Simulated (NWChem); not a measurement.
System: C$_{2}$H$_{4}$N$_{2}$OSi; SMILES O[Si@H]1C=NC=N1

Output (shortened):

```
             Northwest Computational Chemistry Package (NWChem) 7.3.0
             --------------------------------------------------------

 C1  symmetry detected

                             Geometry "geometry" -> ""
                             -------------------------

 Output coordinates in angstroms (scale by  1.889725989 to convert to a.u.)

  No.       Tag          Charge          X              Y              Z
 ---- ---------------- ---------- -------------- -------------- --------------
    1 O                    8.0000     0.07751521    -2.10985320    -0.50538735
    2 Si                  14.0000     0.02665411    -0.74294830     0.42242905
    3 C                    6.0000     1.27983695     0.65715415     0.04891304
    4 N                    7.0000     0.63366634     1.73057108    -0.22141212
    5 C                    6.0000    -0.79981342     1.48172292    -0.19244440
    6 N                    7.0000    -1.31917176     0.35347176     0.07224831
    7 H                    1.0000    -0.09944668    -2.02088043    -1.44677139
    8 H                    1.0000     0.04976205    -1.19657400     1.83381836
    9 H                    1.0000     2.37756836     0.70256655     0.07283842
   10 H                    1.0000    -1.40276622     2.37342733    -0.42545845

 Effective nuclear repulsion energy (a.u.)     281.3824806457

  xc_inp: hfexch multiplicative factor not found.

                                 NWChem DFT Module
                                 -----------------

 Summary of "ao basis" -> "ao basis" (spherical)
 ------------------------------------------------------------------------------
       Tag                 Description            Shells   Functions and Types
 ---------------- ------------------------------  ------  ---------------------
 O                           sto-3g                  3        5   2s1p
 Si                          sto-3g                  5        9   3s2p
 C                           sto-3g                  3        5   2s1p
 N                           sto-3g                  3        5   2s1p
 H                           sto-3g                  1        1   1s

            General Information
            -------------------
          SCF calculation type: DFT
          Wavefunction type:  closed shell.
          No. of atoms     :    10
          No. of electrons :    52
           Alpha electrons :    26
            Beta electrons :    26
          Charge           :     0
          Spin multiplicity:     1
          Use of symmetry is: off; symmetry adaption is: off
          Maximum number of iterations: 150
          AO basis - number of functions:    38
                     number of shells:    24
          Convergence on energy requested:  1.00D-06
          Convergence on density requested:  1.00D-05
          Convergence on gradient requested:  5.00D-04

              XC Information
              --------------
                     Hartree-Fock (Exact) Exchange  1.000

      Superposition of Atomic Density Guess
      -------------------------------------

 Sum of atomic energies:        -542.68399277

      Non-variational initial energy
      ------------------------------

 Total energy =    -543.742688
 1-e energy   =   -1315.418229
 2-e energy   =     490.293060
 HOMO         =      -0.110451
 LUMO         =       0.139917

     ---------------------------------------------
      Total Density - Mulliken Population Analysis
     ---------------------------------------------

    Atom       Charge   Shell Charges
 -----------   ------   -------------------------------------------------------
    1 O    8     8.83   2.00  1.82  5.01
    2 Si  14    12.67   2.00  1.99  5.87  1.16  1.65
    3 C    6     5.75   1.99  1.34  2.42
    4 N    7     7.66   2.00  1.70  3.96
    5 C    6     5.39   1.99  1.18  2.21
    6 N    7     7.97   2.00  1.75  4.22
    7 H    1     0.64   0.64
    8 H    1     1.19   1.19
    9 H    1     0.95   0.95
   10 H    1     0.96   0.96

   convergence    iter        energy       DeltaE   RMS-Dens  Diis-err
 ---------------- ----- ----------------- --------- --------- ---------
 d= 0,ls=0.0,diis     1   -543.8681245568 -8.25D+02  3.45D-02  9.23D-01
 d= 0,ls=0.0,diis     2   -543.9968191358 -1.29D-01  1.31D-02  3.08D-01
 d= 0,ls=0.0,diis     3   -544.0385850020 -4.18D-02  3.56D-03  5.36D-03
 d= 0,ls=0.0,diis     4   -544.0407919731 -2.21D-03  1.80D-03  1.68D-03
 d= 0,ls=0.0,diis     5   -544.0413398858 -5.48D-04  1.02D-03  3.12D-04
  Resetting Diis
 d= 0,ls=0.0,diis     6   -544.0414833610 -1.43D-04  5.37D-04  7.21D-05
 d= 0,ls=0.0,diis     7   -544.0415140220 -3.07D-05  7.54D-05  3.93D-06
 d= 0,ls=0.0,diis     8   -544.0415153030 -1.28D-06  4.52D-05  9.87D-07
 d= 0,ls=0.0,diis     9   -544.0415157352 -4.32D-07  4.49D-05  5.01D-07
 d= 0,ls=0.0,diis    10   -544.0415159484 -2.13D-07  1.14D-05  2.68D-08
 d= 0,ls=0.0,diis    11   -544.0415159626 -1.42D-08  4.38D-06  3.94D-09

         Total DFT energy =     -544.041515962599
      One electron energy =    -1311.803304434093
           Coulomb energy =      540.372801322175
    Exchange-Corr. energy =      -53.993493496336
 Nuclear repulsion energy =      281.382480645654

 Numeric. integr. density =        0.000000000000

                       DFT Final Molecular Orbital Analysis
                       ------------------------------------

 Vector   24  Occ=2.000000D+00  E=-3.310363D-01
              MO Center= -2.0D-01,  7.7D-01, -1.8D-02, r^2= 2.6D+00
   Bfn.  Coefficient  Atom+Function         Bfn.  Coefficient  Atom+Function
  ----- ------------  ---------------      ----- ------------  ---------------
    34     -0.474900   6 N  pz               19      0.454491   3 C  pz
    24      0.360694   4 N  pz               32     -0.320452   6 N  px
    29     -0.306046   5 C  pz               23      0.173197   4 N  py
     3     -0.164025   1 O  px               31      0.154890   6 N  s
    12      0.126298   2 Si px               38     -0.113944  10 H  s

 Vector   25  Occ=2.000000D+00  E=-3.245683D-01
              MO Center= -5.5D-01,  4.0D-01, -5.0D-02, r^2= 2.9D+00
   Bfn.  Coefficient  Atom+Function         Bfn.  Coefficient  Atom+Function
  ----- ------------  ---------------      ----- ------------  ---------------
    32      0.592925   6 N  px               18      0.319609   3 C  py
     3      0.317749   1 O  px               31     -0.250919   6 N  s
    24      0.237886   4 N  pz               34     -0.223103   6 N  pz
    29     -0.205272   5 C  pz               38      0.199898  10 H  s
    12     -0.177111   2 Si px               33     -0.176474   6 N  py

 Vector   26  Occ=2.000000D+00  E=-3.096948D-01
              MO Center=  3.7D-01,  8.2D-01, -9.1D-02, r^2= 3.3D+00
   Bfn.  Coefficient  Atom+Function         Bfn.  Coefficient  Atom+Function
  ----- ------------  ---------------      ----- ------------  ---------------
    23      0.556839   4 N  py               21      0.327823   4 N  s
    22      0.322859   4 N  px               32      0.297396   6 N  px
     4     -0.245879   1 O  py               18     -0.245683   3 C  py
    13      0.231541   2 Si py               27     -0.212520   5 C  px
     3     -0.197915   1 O  px               37     -0.191249   9 H  s

 Vector   27  Occ=0.000000D+00  E= 2.069418D-01
              MO Center=  6.9D-02,  7.5D-01,  6.4D-03, r^2= 2.6D+00
   Bfn.  Coefficient  Atom+Function         Bfn.  Coefficient  Atom+Function
  ----- ------------  ---------------      ----- ------------  ---------------
    19      0.587728   3 C  pz               34      0.496135   6 N  pz
    29     -0.473305   5 C  pz               24     -0.431952   4 N  pz
    14      0.238647   2 Si pz               36     -0.219912   8 H  s
     4      0.189740   1 O  py               18      0.134367   3 C  py
     2      0.128086   1 O  s                33      0.121584   6 N  py

 Vector   28  Occ=0.000000D+00  E= 3.774657D-01
              MO Center= -8.9D-02,  1.2D+00, -1.1D-01, r^2= 2.0D+00
   Bfn.  Coefficient  Atom+Function         Bfn.  Coefficient  Atom+Function
  ----- ------------  ---------------      ----- ------------  ---------------
    29     -0.654689   5 C  pz               24      0.639555   4 N  pz
    34      0.500279   6 N  pz               19     -0.461944   3 C  pz
    23      0.171993   4 N  py               18     -0.171040   3 C  py
    28     -0.168975   5 C  py               33      0.151289   6 N  py
    12     -0.124824   2 Si px               16      0.075941   3 C  s

 Vector   29  Occ=0.000000D+00  E= 4.221599D-01
              MO Center=  5.4D-01, -7.4D-01,  2.6D-01, r^2= 2.3D+00
   Bfn.  Coefficient  Atom+Function         Bfn.  Coefficient  Atom+Function
  ----- ------------  ---------------      ----- ------------  ---------------
    11      0.924376   2 Si s                16     -0.600354   3 C  s
    12      0.590550   2 Si px               36     -0.507026   8 H  s
     2     -0.472421   1 O  s                18      0.415519   3 C  py
     4     -0.383111   1 O  py               35      0.294214   7 H  s
    17      0.208670   3 C  px                7     -0.191224   2 Si s

     ---------------------------------------------
      Total Density - Mulliken Population Analysis
     ---------------------------------------------

    Atom       Charge   Shell Charges
 -----------   ------   -------------------------------------------------------
    1 O    8     8.48   2.00  1.82  4.66
    2 Si  14    12.99   2.00  1.99  5.89  1.12  1.99
    3 C    6     6.15   1.99  1.24  2.91
    4 N    7     7.26   2.00  1.67  3.59
    5 C    6     5.89   1.99  1.13  2.77
    6 N    7     7.44   2.00  1.71  3.73
    7 H    1     0.81   0.81
    8 H    1     1.13   1.13
    9 H    1     0.93   0.93
   10 H    1     0.93   0.93

     -------------------------------------------
      Total Density - Lowdin Population Analysis
     -------------------------------------------

[...]
```

Level: Hartree-Fock/STO-3G. The geometry was optimised at PBE0/def2-SVP.

Task: Which NWChem input produces such a log?

Result: One answer among several that fit: the input that was run:
```
start job
memory heap 200 mb stack 900 mb global 1100 mb
geometry units angstroms noautoz
  O      0.026996    -2.118276    -0.480811
  Si     0.022879    -0.742497     0.435199
  C      1.253003     0.654935    -0.016738
  N      0.592187     1.725164    -0.263250
  C     -0.837495     1.475452    -0.157033
  N     -1.340838     0.349397     0.145278
  H     -0.199016    -2.038561    -1.412476
  H      0.120277    -1.182423     1.847753
  H      2.350425     0.701462    -0.050637
  H     -1.452965     2.364373    -0.366796
end
basis spherical
  O library sto-3g
  Si library sto-3g
  C library sto-3g
  N library sto-3g
  H library sto-3g
end
dft
  xc hfexch
  iterations 150
  mulliken
end
task dft energy
```
